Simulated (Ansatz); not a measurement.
`FC[SiH2]Br` + `[NH2][AlH2]` → `[AlH2][NH][SiH2]Br` + fluoromethane at 400 K and 1 bar (ligand exchange at the Si–C bond).

Computed with Ansatz on PBE0-D4/def2-TZVP structures; ΔE is electronic, products minus reactants. CCSD(T)/CBS adds triple-zeta CCSD(T) − MP2 to the extrapolated MP2 energy (def2 sets, frozen cores). This one scheme is used for every species. For Br outer-core shells are correlated without core-valence functions, which leaves a few kJ/mol of doubt a bond. Scalar relativity is left out up to krypton. Each species was taken in one conformer, which may not be the lowest.

```
             species  CCSD(T)/CBS energy (Eh)  H − E (kJ/mol)  S (J/(mol·K))
        `FC[SiH2]Br`              -3002.67960           153.4          360.7
       `[NH2][AlH2]`               -299.14566           122.0          272.0
`[AlH2][NH][SiH2]Br`              -3162.22405           160.3          393.0
                `CF`               -139.63461           117.5          234.3
```

H − E and S are ideal-gas, rigid-rotor, harmonic terms from PBE0-D4/def2-TZVP, for one conformer and one mirror image of each species. 1 Eh = 2625.50 kJ/mol, R = 8.31446 J/(mol·K).

Problem. By hand: ΔE, ΔH, ΔS and ΔG.

Solution. ΔE = (-3162.22405) + (-139.63461) − (-3002.67960) − (-299.14566) = -0.03340 Eh = -87.7 kJ/mol. Δ(H − E) = 160.3 + 117.5 − 153.4 − 122.0 = 2.4, so ΔH = -85.3 kJ/mol. ΔS = 393.0 + 234.3 − 360.7 − 272.0 = -5.4 J/(mol·K). ΔG = -85.3 − 400 × (-5.4)/1000 = -83.1 kJ/mol.

Problem. By hand: the equilibrium constant, and the temperature at which ΔG would vanish if ΔH and ΔS stayed fixed.

Solution. log₁₀ K = −ΔG/(RT ln 10) = 10.9. ΔG = 0 at ΔH/ΔS = 15796 K, far beyond where these terms or the molecules hold.

The number of gas molecules stays the same, so ΔS is small and ΔH decides. A doubt of 5 kJ/mol in ΔE shifts log₁₀ K by 0.7 here. Other conformers and mirror images would add mixing entropy, several J/(mol·K) or more a flexible species. Modes under 60 cm⁻¹, often nearly free rotors, make the harmonic entropy too high. These are equilibria of isolated gas molecules and say nothing of rates. Largest T1 diagnostic: 0.011 (customary marks: 0.02 for closed shells, 0.045 for open ones).
